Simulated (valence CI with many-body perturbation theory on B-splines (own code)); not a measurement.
Fe⁴⁺: electric-dipole lines

Method: valence CI with perturbative core correlation (CI+MBPT): four valence electrons over a frozen Dirac-Fock core [Ar], a basis of 7 s, 7 p, 8 d, 6 f, 4 g, 1 h functions for each j, with the one-electron correlation potential Σ1, the two-electron term Σ2, the three-electron term Σ3, Breit, model QED; selected CI, second order for the rest, scaled by the run's own slope (own B-spline code, finite nucleus).

Set against measurement, 60 paired levels are off by 2075 cm⁻¹ on average, the worst by 5068. These come from a selection out of Corliss and Sugar, J. Phys. Chem. Ref. Data 11, 135 (1982). Levels without a partner in it may be off by more, other configurations by 1,000 to 8,000 cm⁻¹. The list stops below the first excitations out of the core.

Lines 351 to 400 of 600 in falling wavelength, among levels below 319600 cm⁻¹, chosen from the strongest by gf and those to the six lowest levels. Wavelengths and rates use the calculated energies, so an error of 2000 cm⁻¹ moves a line at 41.79 nm by 0.84 % and its rate by three times that or more. Electric multipoles are in the length gauge, E1 and E2 with the static RPA response of the core. Weak lines are less certain than strong ones. Lines between different terms over intervals too small for the method are left out, as are lines whose strength nearly cancels. Where a level lies close to another of its J and parity, the split of strength between their lines is uncertain. The highest levels of a list are the least certain.

Names give the largest LS component (configuration and term), which can be under half, so a name can repeat, a term be missing and a line seem to break the LS rules; names also repeat where a configuration has a term twice. Letters in brackets count levels of one name in rising energy.

```
λ vac (nm)             Upper         Lower   A (s⁻¹)  S (a.u.)
     41.79  3d3 4p 1G°_4 [a]  3d4 1G_4 [a]  2.13e+09  6.90e-01
     41.78  3d3 4p 3G°_3 [d]  3d4 3F_2 [b]  3.97e+08  1.00e-01
     41.72  3d3 4p 3G°_4 [d]  3d4 3F_3 [b]  3.68e+08  1.19e-01
     41.62  3d3 4p 3G°_5 [d]  3d4 3F_4 [b]  4.29e+08  1.68e-01
     41.61  3d3 4p 3F°_4 [b]      3d4 3D_3  5.42e+08  1.73e-01
     41.59  3d3 4p 3D°_1 [e]  3d4 3P_0 [b]  2.04e+09  2.18e-01
     41.58  3d3 4p 3D°_2 [e]  3d4 3P_1 [b]  2.59e+09  4.60e-01
     41.56  3d3 4p 3D°_3 [f]  3d4 3P_2 [b]  3.48e+09  8.62e-01
     41.55  3d3 4p 3D°_3 [f]  3d4 3F_4 [b]  1.27e+09  3.16e-01
     41.51  3d3 4p 3F°_4 [b]  3d4 1G_4 [a]  2.55e+09  8.10e-01
     41.50  3d3 4p 3D°_1 [e]  3d4 3P_1 [b]  1.57e+09  1.66e-01
     41.42  3d3 4p 1P°_1 [a]  3d4 1S_0 [a]  2.06e+09  2.17e-01
     41.42  3d3 4p 3D°_2 [e]  3d4 3F_3 [b]  1.14e+09  2.01e-01
     41.42  3d3 4p 1H°_5 [a]  3d4 1G_4 [a]  7.65e+08  2.95e-01
     41.41  3d3 4p 3D°_2 [e]  3d4 3P_2 [b]  7.97e+08  1.40e-01
     41.38  3d3 4p 1F°_3 [a]  3d4 1G_4 [a]  5.17e+08  1.27e-01
     41.36  3d3 4p 1H°_5 [a]      3d4 1I_6  5.32e+08  2.05e-01
     41.33  3d3 4p 3D°_1 [e]  3d4 3F_2 [b]  1.23e+09  1.29e-01
     41.28  3d3 4p 3H°_4 [a]      3d4 3G_3  5.92e+08  1.85e-01
     41.25  3d3 4p 3D°_1 [b]      3d4 3D_1  9.93e+08  1.03e-01
     41.19  3d3 4p 3H°_5 [a]      3d4 3G_4  5.64e+08  2.14e-01
     41.12  3d3 4p 3H°_4 [b]  3d4 1G_4 [a]  1.01e+09  3.11e-01
     41.02  3d3 4p 3D°_2 [b]      3d4 3D_2  7.30e+08  1.24e-01
     41.01  3d3 4p 3H°_6 [a]      3d4 3G_5  6.64e+08  2.94e-01
     40.92  3d3 4p 3D°_3 [b]      3d4 3D_3  2.18e+09  5.15e-01
     40.89  3d3 4p 3G°_3 [b]      3d4 3G_3  1.21e+09  2.86e-01
     40.85  3d3 4p 3F°_2 [c]      3d4 3D_1  1.22e+09  2.05e-01
     40.84  3d3 4p 1D°_2 [b]  3d4 1D_2 [a]  1.25e+09  2.11e-01
     40.82  3d3 4p 3G°_4 [b]      3d4 3G_4  1.20e+09  3.62e-01
     40.81  3d3 4p 1P°_1 [b]  3d4 1D_2 [a]  4.01e+09  4.03e-01
     40.79  3d3 4p 3G°_5 [b]      3d4 3G_5  1.34e+09  4.92e-01
     40.78  3d3 4p 3D°_3 [c]      3d4 3D_2  8.38e+08  1.96e-01
     40.76  3d3 4p 3D°_3 [c]      3d4 3D_3  1.00e+09  2.34e-01
     40.66  3d3 4p 1G°_4 [a]      3d4 3G_4  3.93e+08  1.17e-01
     40.65      3d3 4p 3I°_5      3d4 1I_6  2.71e+08  9.88e-02
     40.54  3d3 4p 3F°_4 [c]      3d4 3D_3  5.78e+08  1.71e-01
     40.51  3d3 4p 3F°_3 [b]      3d4 3G_3  5.04e+08  1.16e-01
     40.46  3d3 4p 3G°_3 [b]  3d4 3F_2 [a]  1.23e+09  2.81e-01
     40.38  3d3 4p 3H°_4 [a]      3d4 3H_4  1.12e+06  3.29e-04
     40.35  3d3 4p 3G°_4 [b]  3d4 3F_3 [a]  1.27e+09  3.70e-01
     40.34  3d3 4p 3H°_5 [a]      3d4 3H_6  4.10e+08  1.46e-01
     40.29  3d3 4p 3G°_5 [b]  3d4 3F_4 [a]  1.03e+09  3.66e-01
     40.28  3d3 4p 1G°_4 [b]  3d4 1G_4 [a]  3.17e+08  9.21e-02
     40.27  3d3 4p 3D°_2 [d]      3d4 3D_2  7.90e+08  1.27e-01
     40.26  3d3 4p 1H°_5 [b]      3d4 1I_6  1.11e+10  3.92e+00
     40.24  3d3 4p 3H°_5 [a]      3d4 3H_4  3.86e+07  1.37e-02
     40.21  3d3 4p 1G°_4 [a]  3d4 3F_4 [a]  2.03e+09  5.86e-01
     40.17  3d3 4p 3D°_3 [e]      3d4 3D_3  6.73e+08  1.51e-01
     40.11  3d3 4p 3F°_2 [b]  3d4 3F_3 [a]  6.51e+08  1.04e-01
     40.10  3d3 4p 5D°_3 [b]      3d4 3H_4  4.07e+06  9.07e-04
```
